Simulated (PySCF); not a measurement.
# Molecular orbitals of TlH

r²SCAN at R = 1.903 Å; basis Tl def2-TZVPP with ECP60, H def2-TZVPP; scalar-relativistic core potentials; PySCF 2.14. State: ¹Σ⁺ (singlet), closed shell. Only the outer orbitals are listed, counted within each symmetry, core potentials removing the inner ones.

```tsv
orbital	occ.	ε (eV)	on Tl (%)	main shells (%)
1δ	2	-16.22	100	100 Tl d
1δ	2	-16.22	100	100 Tl d
3σ	2	-15.96	98	98 Tl d
2π	2	-15.90	100	100 Tl d
2π	2	-15.90	100	100 Tl d
4σ	2	-10.22	86	86 Tl s, 13 H s
5σ	2	-4.98	51	49 H s, 39 Tl p, 11 Tl s
3π	0	-2.03	99	99 Tl p
3π	0	-2.03	99	99 Tl p
6σ	0	1.33	72	65 Tl p, 28 H s
```

Q: Which are the highest filled and the lowest empty level, where do they sit, and how wide is the gap?

A: Highest filled 5σ at -4.98 eV (in %: 49 H s, 39 Tl p, 11 Tl s); lowest empty 3π at -2.03 eV (in %: 99 Tl p); the gap at r²SCAN is 2.95 eV.

```
bond order (Mayer)                              : 0.91
⟨S²⟩                                            : 0.000
charge on Tl (Mulliken, basis-dependent)        : 0.29
charge on Tl (Löwdin, basis-dependent)          : 0.23
dipole moment (positive dipole means Tl(−)H(+)) : -1.39 D
```

Spin–orbit coupling is left out, which matters for elements this heavy, above all for dissociation energies.
